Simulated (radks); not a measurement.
The mean radii <r> (bohr) of the occupied orbitals of an atom or ion are listed with their occupations. Method: scalar-relativistic Kohn-Sham, PBEsol, spin-polarised, spherical densities, finite nucleus; Fermi nuclear charge, rms radius of each element as measured or else 0.836 A^(1/3) + 0.57 fm; computed with a radial shooting solver on a logarithmic mesh with Libxc functionals.

| orbital | occ. | <r> |
|---|---|---|
| 1s | 2 | 0.02410 |
| 2s | 2 | 0.1021 |
| 2p | 6 | 0.08956 |
| 3s | 2 | 0.2510 |
| 3p | 6 | 0.2447 |

Name the element and its charge. Open shells, if any, are filled with parallel spins first.

Answer. Z = 59, praseodymium, charge +41: Pr41+ in [Ar]. The 1s radius gives Z: for a bare nucleus <r> = (2 gamma + 1)/(2Z) with gamma = sqrt(1 - (Z/c)^2), 0.02377 bohr for Z = 59, and screening makes it slightly larger (0.02410 here). The occupations add up to 18, and the charge is Z minus that.
